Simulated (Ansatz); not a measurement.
One change: `O/C=C/BF` becomes `CB/C=C/O`.

Ansatz, PBE0-D4/def2-TZVP geometries, multiplicity 1. Each molecule was computed in one conformer, which needn't be the lowest.

| property | `O/C=C/BF` |
| --- | --- |
| HOMO energy (B3LYP/def2-TZVPP) / eV | -7.39 |
| HOMO–LUMO gap (PBE0/def2-TZVPP) / eV | 6.59 |
| HOMO energy (PBE/def2-TZVPP) / eV | -6.46 |
| size of the dipole moment (B3LYP/def2-TZVPP) / D | 2.38 |
| size of the dipole moment (ωB97M-V/def2-TZVPP) / D | 2.29 |
| LUMO energy (B3LYP/def2-TZVPP) / eV | -1.26 |

(1) Give the same properties after the change, and the shifts. (Estimate.)

Results:

(1) Computed: 
```json
{"property": "HOMO energy (B3LYP/def2-TZVPP) / eV", "`CB/C=C/O`": "-7.02", "shift": "0.37"}
{"property": "HOMO–LUMO gap (PBE0/def2-TZVPP) / eV", "`CB/C=C/O`": "6.11", "shift": "-0.48"}
{"property": "HOMO energy (PBE/def2-TZVPP) / eV", "`CB/C=C/O`": "-6.15", "shift": "0.31"}
{"property": "size of the dipole moment (B3LYP/def2-TZVPP) / D", "`CB/C=C/O`": "3.02", "shift": "0.64"}
{"property": "size of the dipole moment (ωB97M-V/def2-TZVPP) / D", "`CB/C=C/O`": "3.00", "shift": "0.71"}
{"property": "LUMO energy (B3LYP/def2-TZVPP) / eV", "`CB/C=C/O`": "-1.34", "shift": "-0.08"}
```

With PBE0 the HOMO rises by 0.37 eV and the LUMO falls by 0.10 eV, so the gap narrows by about 0.47 eV. PBE moves the HOMO by 0.31 eV and ωB97M-V by 0.38 eV. The zero-point energy changes by 87.8 kJ/mol with +9 modes. Dipoles are sizes alone; their direction can turn.

B3LYP here is the variant with VWN-RPA as its local correlation; programs differ in this.
